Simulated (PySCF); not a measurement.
## Field gradients at the hydrogen positions

Species: C₄H₈F₃N.
SMILES with atom numbers: `[CH3:1][NH:2][C@@H:3]([CH3:4])[C:5]([F:6])([F:7])[F:8]` (hydrogens: H9, H10, H11 on C1; H12 on N2; H13 on C3; H14, H15, H16 on C4)

Cartesian coordinates in Å at the GFN2-xTB level; atoms count from 1:
```xyz
16
C4H8F3N angstrom
C      1.836   -0.111   -1.000
N      0.469    0.361   -0.883
C     -0.161    0.112    0.397
C     -1.230    1.158    0.700
C     -0.834   -1.269    0.362
F     -1.453   -1.540    1.527
F      0.030   -2.275    0.168
F     -1.763   -1.367   -0.594
H      1.854   -1.196   -0.925
H      2.501    0.305   -0.229
H      2.211    0.172   -1.980
H      0.427    1.351   -1.096
H      0.571    0.066    1.226
H     -0.768    2.136    0.809
H     -1.750    0.915    1.623
H     -1.949    1.192   -0.115
```

Level: PBE0/pcSseg-1 (PySCF, non-relativistic); Q(2H) = 0.00286 b; rigid geometry, the same for H and D, with no vibrational averaging.

Task: Rank these positions by the coupling χzz of a deuteron there, largest first.
A. H12 (N–H hydrogen)
B. H15 (methyl hydrogen)
C. H13 (methine hydrogen)
D. H9 (methyl hydrogen)
E. H10 (methyl hydrogen)

Result: A (266 kHz), B (209 kHz), D (204 kHz), E (194 kHz), C (180 kHz).

Task: Give the electric field gradient Vzz (the principal value of largest size), its asymmetry and the 2H coupling at each hydrogen.

Result: 
```csv
atom,bonded to,bond length (Å),Vzz (au),η,χzz (kHz)
H9,C1,1.088,0.3041,0.05,204
H10,C1,1.100,0.2881,0.06,194
H11,C1,1.087,0.3118,0.05,210
H12,N2,1.013,0.3960,0.20,266
H13,C3,1.107,0.2679,0.03,180
H14,C4,1.087,0.3150,0.03,212
H15,C4,1.087,0.3117,0.03,209
H16,C4,1.088,0.3097,0.02,208
```

Task: Average by the element that carries the hydrogen.

Result: on C: 202 kHz over 7 positions, mean bond length 1.092 Å; on N: 266 kHz over 1 position, mean bond length 1.013 Å.

Task: Give the 2H NMR doublet splittings at H12 for a magnetic field along the z, y and x axes of the gradient: 3χ/2, 3χ(1 + η)/4, 3χ(1 − η)/4.

Result: With |χ| = 266.1 kHz and η = 0.202: 399, 240 and 159 kHz, to first order and without motion.

Isolated species at its GFN2-xTB geometry (one conformer only). GFN2-xTB bond lengths can be off by several hundredths of an ångström, more for odd bonds, and the gradients follow them. With so small a basis the couplings can be 20 % off.
